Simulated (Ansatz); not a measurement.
This geometry of a periodic cell of 17 atoms, Mo16F (host Mo, host structure bcc, interstitial F) is a first-order saddle point.

Method: DFT PBE, scalar-relativistic, plane waves, PAW (Ansatz). Settings: cutoff 420 eV, k mesh 3x3x3, fermi-dirac smearing 0.1 eV, no spin polarisation.

```xyz
17
Lattice="6.3000 0.0000 0.0000 0.0000 6.3000 0.0000 0.0000 0.0000 6.3000" Properties=species:S:1:pos:R:3
Mo 0.033 0.022 -0.023
Mo 3.120 0.022 -0.023
Mo 0.004 3.133 0.017
Mo 0.004 -0.017 3.167
Mo 1.576 1.560 1.575
Mo 3.148 3.133 0.017
Mo 3.148 -0.018 3.167
Mo 4.726 1.556 1.563
Mo 0.233 3.035 3.265
Mo 1.576 4.751 1.548
Mo 1.576 1.519 4.780
Mo 2.919 3.035 3.265
Mo 4.726 4.992 1.308
Mo 4.726 1.549 4.750
Mo 1.576 4.724 4.739
Mo 4.726 4.736 4.744
F 4.726 3.587 2.713
```

Problem. Which two structures does it join? (They come from a converged band through this point; their orientation in space is the band's.)

Solution. Contacts lost: Mo8–F17. Contacts made: Mo16–F17. The atom that moves furthest is F17, by 1.11 Å; four of its nearest neighbours are Mo13 2.00, Mo8 2.00, Mo9 2.00, Mo12 2.00 Å at the first end and Mo12 2.00, Mo13 2.00, Mo16 2.00, Mo9 2.00 Å at the last.

Initial state:

```xyz
17
Lattice="6.3000 0.0000 0.0000 0.0000 6.3000 0.0000 0.0000 0.0000 6.3000" Properties=species:S:1:pos:R:3
Mo 0.027 0.002 -0.027
Mo 3.124 0.002 -0.027
Mo 0.015 3.153 -0.005
Mo 0.011 0.002 3.169
Mo 1.575 1.567 1.558
Mo 3.136 3.153 -0.005
Mo 3.139 0.002 3.169
Mo 4.725 1.389 1.417
Mo 0.189 3.151 3.311
Mo 1.575 4.738 1.560
Mo 1.575 1.550 4.755
Mo 2.961 3.152 3.311
Mo 4.725 4.915 1.416
Mo 4.725 1.563 4.734
Mo 1.575 4.753 4.756
Mo 4.725 4.742 4.733
F 4.725 3.152 2.364
```

Final state:

Only the atoms that move by more than 0.05 Å are listed.
```
Mo8 4.727 1.564 1.562
Mo9 0.191 2.985 3.150
Mo12 2.963 2.984 3.150
Mo16 4.728 4.880 4.914
F17 4.726 3.932 3.150
```

Problem. How far does it lie above each of them?

Solution. 0.38 eV above the first and 0.38 eV above the second. This is the barrier of this one path; another mechanism may lie lower. Limits of this set-up: coarse k mesh, odd electron count without spin, a small cell, in which the defect meets its images.

The run took 12 min on 4 threads of AMD EPYC 7B13 (Zen 3), on a shared host, peak memory 3.6 GiB.
